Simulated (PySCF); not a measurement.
Species: C4H6BF.
Atom-mapped SMILES: `[CH2:1]=[C:2]=[CH:3][CH2:4][BH:5][F:6]` (hydrogens: H7, H8 on C1; H9 on C3; H10, H11 on C4; H12 on B5)

Theory: PySCF, PBE0-D3(BJ)/def2-SVP geometry optimisation, gas phase.

List the bond lengths, angles and torsions at this level.

```csv
bond,length (Å)
C1=C2,1.309
C2=C3,1.311
C3–C4,1.502
C4–B5,1.567
B5–F6,1.325
"C1–H7, C1–H8",1.096
C3–H9,1.099
C4–H10,1.112
C4–H11,1.102
B5–H12,1.213
```

Bonds in one row agree within 0.01 Å and their mean is given. A selection of angles:
```csv
angle,degrees
C2–C1–H7,121.4
H7–C1–H8,117.2
C1–C2–C3,179.8
C2–C3–C4,125.4
C2–C3–H9,117.5
C4–C3–H9,117.1
C3–C4–B5,115.1
C3–C4–H10,109.7
C3–C4–H11,111.7
B5–C4–H10,104.2
B5–C4–H11,110.2
H10–C4–H11,105.1
C4–B5–F6,118.9
C4–B5–H12,124.4
F6–B5–H12,116.7
```

Torsions: C2–C3–C4–B5 -124° (anticlinal); C3–C4–B5–F6 164° (antiperiplanar). The mirror-image conformer, all signs reversed, is as good.

The C–C distances run from 1.309 Å (C1=C2, drawn double) to 1.502 Å (C3–C4, drawn single), a spread of 0.193 Å. B5 (three-coordinate boron) is planar (angles 124.4°, 118.9° and 116.7°, sum 360.0°, 0.02 Å off the plane of its three neighbours).

Point group: C1 (no symmetry element, even within 0.4 Å). PBE0-D3(BJ)/def2-SVP frequencies: not computed here. The numbers are those of one conformer.
